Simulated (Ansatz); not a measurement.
Reaction (formal exchange of groups at the Si–C bond): `[SiH3]C[Te][SiH3]` + `C#C/C=C/C` → `C#C/C=C\[SiH3]` + `CC[Te][SiH3]`

Program: Ansatz. Geometries: PBE0-D4/def2-TZVP. ΔE: electronic, gas phase. CCSD(T)/CBS adds triple-zeta CCSD(T) − MP2 to the extrapolated MP2 energy (def2 sets, frozen cores). Double bonds are as drawn, so ΔE can hold a change between cis and trans. def2 core potentials past Kr. For Te outer-core shells are correlated without core-valence functions, which leaves a few kJ/mol of doubt a bond. One conformer a species, not always the lowest.

```
            species  CCSD(T)/CBS(def2) energy (Eh)
`[SiH3]C[Te][SiH3]`                     -888.75791
        `C#C/C=C/C`                     -193.78897
   `C#C/C=C\[SiH3]`                     -444.80268
     `CC[Te][SiH3]`                     -637.73763
```

**Question.** Work out ΔE.

**Answer.** ΔE = (-444.80268) + (-637.73763) − (-888.75791) − (-193.78897) = 0.00657 Eh = +17.2 kJ/mol.

Largest T1 diagnostic among the species: 0.012.
